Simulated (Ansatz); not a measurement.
Species: sum formula SiBrF, net charge -1, doublet state. 
Coordinates optimised at B3LYP-D3(BJ)/def2-TZVP (Ansatz, an electronic-structure program):
```xyz
3

Si    -0.6947     0.7032     1.1285
Br     0.6801    -0.6832    -0.4460
F     -1.5644     1.5630    -0.0209
```
Charge -1, spin multiplicity 2.

Total electronic energies in hartree. Valence correlation only, unless marked. Open shells are spin-unrestricted. No spin-orbit coupling. Frozen are the shells of the preceding noble gas and the d and f shells that filled before the atom's block. No relativistic terms. CBS(X,Y): correlation extrapolated as X^-3; Hartree-Fock from the larger set. The bracket is a focal-point correction in the basis named.

| level | program | energy (Eh) |
|---|---|---|
| HF/def2-SVPD | Ansatz | -2960.41173 |
| RI-HF/def2-QZVPPD | Ansatz | -2961.01000 |
| BLYP-D4/def2-TZVPD | Ansatz + dftd4 | -2963.69192 |
| B3LYP-D3(BJ)/def2-TZVPD | Ansatz + dftd3 | ? |
| PBE0/STO-3G | Ansatz | -2929.99068 |
| BHLYP-D3(BJ)/def2-TZVPD | Ansatz + dftd3 | ? |
| CAM-B3LYP/def2-TZVPD | Ansatz | -2963.77389 |
| B2GP-PLYP-D3(BJ)/def2-TZVPD | Ansatz + dftd3 | -2962.87089 |
| MP2/def2-SVPD | Ansatz | -2960.81526 |
| MP2/def2-TZVPP | Ansatz | -2961.45152 |
| RI-MP2/def2-TZVPPD | Ansatz | -2961.46095 |
| SCS-MP2/def2-SVP | Ansatz | -2960.74937 |
| CCSD(T)/6-31G | Ansatz | -2960.66780 |
| CCSD(T)/def2-TZVPPD | Ansatz | -2961.50686 |
| RI-MP2/CBS(def2-TZVPPD,def2-QZVPPD)+[CCSD(T)-MP2]/def2-TZVPPD | Ansatz | -2961.6539 |

**Question.** Complete the blanks.

**Answer.** 
- B3LYP-D3(BJ)/def2-TZVPD, energy (Eh): -2963.71625
- BHLYP-D3(BJ)/def2-TZVPD, energy (Eh): -2963.62019
